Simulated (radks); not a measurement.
Task: The bismuth ion Bi21+, [Kr] 4d10 4f14 5s2. Calculated with a radial shooting solver on a logarithmic mesh with Libxc functionals: non-relativistic Kohn-Sham, exchange-only PBE, spin-polarised, spherical densities, point nucleus. Every spin shell is full or empty, so the densities are truly spherical. Functionals are evaluated on that one density, not self-consistently. Rank these orbital-free kinetic functionals by their error against the exact value of the orbitals, and give that value: Thomas-Fermi, von Weizsacker, TF + vW, TF + vW/5, LC94, revAPBEK, Thakkar, Pearson, PG1, DePristo-Kress, Ernzerhof.

Result: Exact: 19929.0 hartree. From best to worst, with 100 (|E| - |E exact|)/|E exact| (equal figures are ties): LC94 +0.01, revAPBEK +0.17, DePristo-Kress -0.21, Ernzerhof -0.47, Thakkar -0.79, Pearson -0.86, TF + vW/5 +2.46, Thomas-Fermi -4.62, PG1 +12.43, TF + vW +30.75, von Weizsacker -64.63.
